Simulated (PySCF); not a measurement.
Br₂H₂InN. Atoms are numbered in the order given.

```xyz
6

In     0.0209    -0.5488     0.0000
Br    -0.0081     0.7265     2.1151
Br    -0.0081     0.7265    -2.1151
N     -0.1278    -2.5576     0.0000
H      0.2172    -3.0302    -0.8317
H      0.2172    -3.0302     0.8317
```
Charge 0, spin multiplicity 1.

Geometry: PBE0-D3(BJ)/def2-SVP. The structure was generated by enumeration; whether it is a known compound was not checked. The def2 effective core potentials stand for the cores of In; spin–orbit coupling is left out. The values are those of a single conformer.

Calculation: PBE/def2-TZVP (PySCF).

ESP charges are fitted to the potential on shells at 1.4 to 2.0 van der Waals radii. Atomic charges (e):

```tsv
atom	Mulliken	ESP fit	Löwdin
In1	0.80	0.56	-0.20
Br2	-0.32	-0.21	0.12
Br3	-0.32	-0.21	0.12
N4	-0.64	-0.73	-0.36
H5	0.24	0.30	0.16
H6	0.24	0.30	0.16
```
